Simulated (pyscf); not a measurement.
Structures and frequencies: ωB97X-D3(BJ)/def2-SVP in PySCF.

Q: How much does it cost (ΔH, 298 K, ωB97M-D3(BJ)/def2-TZVP) to split H₂N–SiH(NH₂)–NH–SiH₃ at its N–Si bond into H₂N–SiH•–NH₂ + •HN–SiH₃?

A: N–Si to H₂N–SiH•–NH₂ + •HN–SiH₃: 5.11 eV. The 7 functionals that were run give +4.67 (PBE) to +5.12 eV (ωB97X-D3(BJ)). •HN–SiH₃ lies 0.90 eV over its isomer H₂N–SiH₂•, and others may lie lower still (electronic energy, ωB97M-D3(BJ)). Other isomers of H₂N–SiH•–NH₂ were not searched in full and may lie lower.
